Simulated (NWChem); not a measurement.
Everything below was run with NWChem. System: ClFGe, charge 1, spin multiplicity 2, at the geometry of a parent with another charge or spin, in a state set for the comparison that need not be this species' ground state. Its SCF solution wasn't tested for a lower state. Level: ROCCSD(T)/pcseg-1, 15 core orbitals frozen.

The NWChem input:

```
start mol
memory heap 100 mb stack 700 mb global 1900 mb
charge 1
geometry units angstroms nocenter noautoz
  Ge    -0.584793    -0.301775     0.000000
  F      0.600735    -1.589045     0.000000
  Cl     0.782750     1.409306     0.000000
  symmetry group Cs
end
basis spherical
  * library pcseg-1
end
scf
  rohf
  nopen 1
  maxiter 100
  thresh 1e-7
  semidirect memsize 60000000 filesize 0
  # guess.movecs holds the orbitals of an unrestricted PBE0 run
  vectors input guess.movecs output mol.movecs
end
tce
  freeze core 15
  ccsd(t)
  2eorb
  2emet 13
  thresh 1e-6
  maxiter 100
  tilesize 24
end
task tce energy
```

Output (cleaned and shortened):

```
             Northwest Computational Chemistry Package (NWChem) 7.3.0
             --------------------------------------------------------

                                NWChem Input Module
                                -------------------

 Scaling coordinates for geometry "geometry" by  1.889725989
 (inverse scale =  0.529177249)

 Turning off AUTOSYM since
 SYMMETRY directive was detected!

                             Geometry "geometry" -> ""
                             -------------------------

 Output coordinates in angstroms (scale by  1.889725989 to convert to a.u.)

  No.       Tag          Charge          X              Y              Z
 ---- ---------------- ---------- -------------- -------------- --------------
    1 Ge                  32.0000    -0.58479300    -0.30177500     0.00000000
    2 F                    9.0000     0.60073500    -1.58904500     0.00000000
    3 Cl                  17.0000     0.78275000     1.40930600     0.00000000

 Effective nuclear repulsion energy (a.u.)     245.4630912210

            Nuclear Dipole moment (a.u.)
            ----------------------------
        X                 Y               Z
 ---------------- ---------------- ----------------
    -0.0000207870    -0.0000056692     0.0000000000

      Symmetry information
      --------------------

 Group name             Cs
 Group number              2
 Group order               2
 No. of unique centers     3

      Symmetry unique atoms

     1    2    3


 Summary of "ao basis" -> "" (spherical)
 ------------------------------------------------------------------------------
       Tag                 Description            Shells   Functions and Types
 ---------------- ------------------------------  ------  ---------------------
 *                          pcseg-1                   on all atoms

 Summary of "ao basis" -> "ao basis" (spherical)
 ------------------------------------------------------------------------------
       Tag                 Description            Shells   Functions and Types
 ---------------- ------------------------------  ------  ---------------------
 Ge                         pcseg-1                 11       27   5s4p2d
 F                          pcseg-1                  6       14   3s2p1d
 Cl                         pcseg-1                  8       18   4s3p1d

                                 NWChem SCF Module
                                 -----------------

  ao basis        = "ao basis"
  functions       =    59
  atoms           =     3
  closed shells   =    28
  open shells     =     1
  charge          =   1.00
  wavefunction    = ROHF
  use symmetry    = T
  symmetry adapt  = T

 Summary of "ao basis" -> "ao basis" (spherical)
 ------------------------------------------------------------------------------
       Tag                 Description            Shells   Functions and Types
 ---------------- ------------------------------  ------  ---------------------
 Ge                         pcseg-1                 11       27   5s4p2d
 F                          pcseg-1                  6       14   3s2p1d
 Cl                         pcseg-1                  8       18   4s3p1d

      Symmetry analysis of basis
      --------------------------

        a'         42
        a"         17

 Forming initial guess at       0.1s

      Symmetry analysis of molecular orbitals - initial
      -------------------------------------------------

  Numbering of irreducible representations:

     1 a'          2 a"

  Orbital symmetries:

     1 a'          2 a'          3 a'          4 a"          5 a'
     6 a'          7 a'          8 a'          9 a'         10 a"
    11 a'         12 a'         13 a"         14 a'         15 a'
    16 a'         17 a'         18 a"         19 a"         20 a'
    21 a'         22 a'         23 a'         24 a'         25 a'
    26 a"         27 a"         28 a'         29 a'         30 a"
    31 a'         32 a'         33 a'         34 a"         35 a'
    36 a'         37 a"         38 a'         39 a"

 Starting SCF solution at       0.1s

 ----------------------------------------------
         Quadratically convergent ROHF

 Convergence threshold     :          1.000E-07
 Maximum no. of iterations :          100
 Final Fock-matrix accuracy:          1.000E-09
 ----------------------------------------------

              iter       energy          gnorm     gmax       time
             ----- ------------------- --------- --------- --------
                 1    -2633.5936560842  7.43D-01  2.24D-01      1.2
                 2    -2633.6353561722  2.17D-01  6.62D-02      1.2
                 3    -2633.6467088977  3.07D-02  8.39D-03      1.3
  ga_iter_lsolve: convergence stagnant ... aborting solve

 Disabled NR: increased maxiter to 110

                 4    -2633.6469270564  2.90D-02  1.26D-02      1.4
                 5    -2633.6470487810  1.83D-02  6.82D-03      1.4
                 6    -2633.6505684046  1.64D-01  3.76D-02      1.5
                 7    -2633.6508342874  1.74D-01  4.39D-02      1.6
                 8    -2633.6552491096  7.79D-02  2.01D-02      1.6
                 9    -2633.6564511582  4.67D-02  1.31D-02      1.7
                10    -2633.6568606681  2.92D-02  1.05D-02      1.7
                11    -2633.6569834929  1.78D-02  6.19D-03      1.7
                12    -2633.6570187392  6.86D-03  1.48D-03      1.7
                13    -2633.6570270261  4.44D-03  1.05D-03      1.8
                14    -2633.6570300296  2.49D-03  9.57D-04      1.8
                15    -2633.6570309057  1.59D-03  6.08D-04      1.8
[...]
    31      0.178433  2 F  px                 2      0.153513  1 Ge s

 Vector   30  Occ=0.000000D+00  E=-2.451398D-01  Symmetry=a"
              MO Center= -6.1D-01, -2.2D-01,  4.6D-15, r^2= 2.9D+00
   Bfn.  Coefficient  Atom+Function         Bfn.  Coefficient  Atom+Function
  ----- ------------  ---------------      ----- ------------  ---------------
    17      0.711728  1 Ge pz                14      0.467731  1 Ge pz
    11     -0.265248  1 Ge pz                51     -0.209780  3 Cl pz
    54     -0.189252  3 Cl pz                36     -0.152430  2 F  pz

 Vector   31  Occ=0.000000D+00  E=-1.327550D-01  Symmetry=a'
              MO Center= -7.2D-01, -1.9D-01,  8.7D-16, r^2= 3.9D+00
   Bfn.  Coefficient  Atom+Function         Bfn.  Coefficient  Atom+Function
  ----- ------------  ---------------      ----- ------------  ---------------
    16      0.956206  1 Ge py                45     -0.449741  3 Cl s
    13      0.361537  1 Ge py                52      0.336778  3 Cl px
    49      0.272079  3 Cl px                53      0.232440  3 Cl py
     5      0.209421  1 Ge s                 10     -0.205984  1 Ge py
    23     -0.194297  1 Ge d -2              30      0.170186  2 F  s

 Vector   32  Occ=0.000000D+00  E=-9.902974D-02  Symmetry=a'
              MO Center= -3.2D-01, -5.7D-02, -8.6D-16, r^2= 3.9D+00
   Bfn.  Coefficient  Atom+Function         Bfn.  Coefficient  Atom+Function
  ----- ------------  ---------------      ----- ------------  ---------------
    15      0.918527  1 Ge px                 4      0.430454  1 Ge s
     5      0.414307  1 Ge s                 45     -0.411403  3 Cl s
    53      0.413196  3 Cl py                30     -0.309579  2 F  s
    12      0.285509  1 Ge px                 3     -0.280700  1 Ge s
    50      0.277518  3 Cl py                25      0.201887  1 Ge d  0

 center of mass
 --------------
 x =  -0.06566784 y =  -0.04750994 z =   0.00000000

 moments of inertia (a.u.)
 ------------------
         443.084880842695        -119.178071067364           0.000000000000
        -119.178071067364         190.720220153382           0.000000000000
           0.000000000000           0.000000000000         633.805100996077

  Mulliken analysis of the total density
  --------------------------------------

    Atom       Charge   Shell Charges
 -----------   ------   -------------------------------------------------------
    1 Ge  32    30.55   2.00  2.00  2.00  1.05  0.30  6.00  5.98  0.71  0.30 10.03  0.18
    2 F    9     9.48   2.00  0.95  1.02  3.37  2.13  0.01
    3 Cl  17    16.97   2.00  2.00  1.25  0.72  5.99  3.70  1.28  0.02

 Mulliken analysis of the open-shell density
 -------------------------------------------

    Atom       Charge   Shell Charges
 -----------   ------   -------------------------------------------------------
    1 Ge  32     0.74   0.00 -0.00  0.00  0.26  0.14  0.00  0.00  0.23  0.10  0.00  0.02
    2 F    9     0.05   0.00  0.00 -0.00  0.04  0.01 -0.00
    3 Cl  17     0.20   0.00  0.00  0.00 -0.00  0.00  0.17  0.03  0.00

       Multipole analysis of the density wrt the origin
       ------------------------------------------------

     L   x y z        total         open         nuclear
     -   - - -        -----         ----         -------
     0   0 0 0      1.000000     -1.000000     58.000000

     1   1 0 0     -1.704096      1.372892     -0.000021
     1   0 1 0      0.176442      0.182319     -0.000006
     1   0 0 1     -0.000000      0.000000      0.000000

     2   2 0 0    -19.945060     -6.169510     87.874082
     2   1 1 0      3.648212     -2.152743     56.455517
     2   1 0 1     -0.000000      0.000000      0.000000
     2   0 2 0    -23.273356     -3.696555    212.136200
     2   0 1 1      0.000000      0.000000      0.000000
     2   0 0 2    -21.301139     -1.371300      0.000000

                   NWChem Extensible Many-Electron Theory Module
                   ---------------------------------------------


            General Information
            -------------------
      Number of processors :     1
         Wavefunction type : Restricted open-shell Hartree-Fock
          No. of electrons :    57
           Alpha electrons :    29
            Beta electrons :    28
           No. of orbitals :   118
            Alpha orbitals :    59
             Beta orbitals :    59
        Alpha frozen cores :    15
         Beta frozen cores :    15
     Alpha frozen virtuals :     0
      Beta frozen virtuals :     0
         Spin multiplicity : doublet
    Number of AO functions :    59
       Number of AO shells :    25
        Use of symmetry is : on
      Symmetry adaption is : on
         Schwarz screening : 0.10D-09

          Correlation Information
          -----------------------
          Calculation type : Coupled-cluster singles & doubles w/ perturbation
   Perturbative correction : (T)
            Max iterations :      100
        Residual threshold : 0.10D-05
     T(0) DIIS level shift : 0.00D+00
     L(0) DIIS level shift : 0.00D+00
     T(1) DIIS level shift : 0.00D+00
     L(1) DIIS level shift : 0.00D+00
     T(R) DIIS level shift : 0.00D+00
     T(I) DIIS level shift : 0.00D+00
   CC-T/L Amplitude update :  5-th order DIIS
                I/O scheme : Global Array Library
        L-threshold :  0.10D-05
        EOM-threshold :  0.10D-05
 no EOMCCSD initial starts read in
 TCE RESTART OPTIONS
 SLICE:      F
 D4D5:       F
 quantumc:   F
 qrotation:  F
 pwtce:      F
 qducc:      F
 nacto:                         0
 nrotv:                         0
 nrot:                          0

            Memory Information
            ------------------
          Available GA space size is     249029838 doubles
          Available MA space size is     104846668 doubles

 Maximum block size supplied by input
 Maximum block size        24 doubles

 tile_dim =     20

 -------------------------------------------------
   1    alpha     a'     9 doubles       0       1
   2    alpha     a'     1 doubles       9       2
   3    alpha     a"     4 doubles      10       3
   4    beta      a'     9 doubles      14       4
   5    beta      a"     4 doubles      23       5
   6    alpha     a'    20 doubles      27       6
   7    alpha     a"    10 doubles      47       7
   8    beta      a'     1 doubles      57       8
   9    beta      a'    20 doubles      58       9
  10    beta      a"    10 doubles      78      10

 Global array virtual files algorithm will be used

 Parallel file system coherency ......... OK

 4-electron integrals stored in orbital form

 v2    file size   =           580510
 4-index algorithm nr.  13 is used
 imaxsize =       30
 imaxsize ichop =        0


CCSD iterations
 ---------------------------------------------------------
 Iter          Residuum       Correlation     Cpu    Wall
 ---------------------------------------------------------
    1   0.1571577955214  -0.3992827967631     0.1     0.1
    2   0.0404656683843  -0.4015348687650     0.1     0.1
    3   0.0186925905595  -0.4095129822790     0.1     0.1
    4   0.0094080031491  -0.4103511588915     0.1     0.1
    5   0.0096242641555  -0.4113661234843     0.1     0.1
    6   0.0051759360317  -0.4119331128763     0.1     0.1
    7   0.0037571510674  -0.4120300230335     0.1     0.1
    8   0.0028447273221  -0.4119738651610     0.1     0.1
    9   0.0024764326810  -0.4120962242230     0.1     0.1
   10   0.0020009919049  -0.4121118389896     0.1     0.1
   11   0.0011112808091  -0.4123634995421     0.1     0.1
   12   0.0007867471962  -0.4122983391743     0.1     0.1
   13   0.0007164782303  -0.4123006286932     0.1     0.1
   14   0.0005316186249  -0.4122943089622     0.1     0.1
   15   0.0005355863373  -0.4122950685759     0.1     0.1
   16   0.0002396032573  -0.4122909014249     0.1     0.1
   17   0.0001965710974  -0.4122936297436     0.1     0.1
   18   0.0001280198666  -0.4122967146827     0.1     0.1
   19   0.0001461946379  -0.4123019240577     0.1     0.1
   20   0.0000804116851  -0.4123037439153     0.1     0.1
   21   0.0000428522304  -0.4123159665295     0.1     0.1
   22   0.0000722651985  -0.4123114331621     0.1     0.1
   23   0.0000284359063  -0.4123127611861     0.1     0.1
   24   0.0000688137044  -0.4123116916065     0.1     0.1
   25   0.0000334773474  -0.4123126435356     0.1     0.1
   26   0.0000114401103  -0.4123123658720     0.1     0.1
   27   0.0000173167190  -0.4123122583885     0.1     0.1
   28   0.0000264271907  -0.4123128209448     0.1     0.1
   29   0.0000866104915  -0.4123128338349     0.1     0.1
   30   0.0002797859881  -0.4123131815327     0.1     0.1
   31   0.0000036798529  -0.4123136148585     0.1     0.1
   32   0.0000058180516  -0.4123133891122     0.1     0.1
   33   0.0000023471943  -0.4123135196334     0.1     0.1
   34   0.0000053110935  -0.4123134230896     0.1     0.1
   35   0.0000023956249  -0.4123135168512     0.1     0.1
   36   0.0000011060858  -0.4123134898647     0.1     0.1
   37   0.0000014579951  -0.4123134916764     0.1     0.1
   38   0.0000018422466  -0.4123135514705     0.1     0.1
   39   0.0000056336357  -0.4123135452980     0.1     0.1
   40   0.0000179334111  -0.4123135766076     0.1     0.1
   41   0.0000003578016  -0.4123136079649     0.1     0.1
 -----------------------------------------------------------------
 Iterations converged
 CCSD correlation energy / hartree =        -0.412313607964890
 CCSD total energy / hartree       =     -2634.069344955159067

 Singles contributions
    29a'  (beta ) ---    28a'  (beta )        0.1185016189

 Doubles contributions
 CCSD(T)
 Using plain CCSD(T) code
             total no. of tasks          148
 total no. of tasks / no. procs          148
                         wl_min          144           2.3
                         wl_max      5832000          13.4
        thresh for no. of tasks          148

 CCSD[T]  correction energy / hartree =        -0.015241797242771
 CCSD[T] correlation energy / hartree =        -0.427555405207661
 CCSD[T] total energy / hartree       =     -2634.084586752401719
 CCSD(T)  correction energy / hartree =        -0.012647081288574
 CCSD(T) correlation energy / hartree =        -0.424960689253464
 CCSD(T) total energy / hartree       =     -2634.081992036447446

 Task  times  cpu:       16.3s     wall:       16.3s

 Total times  cpu:       16.3s     wall:       16.3s
```
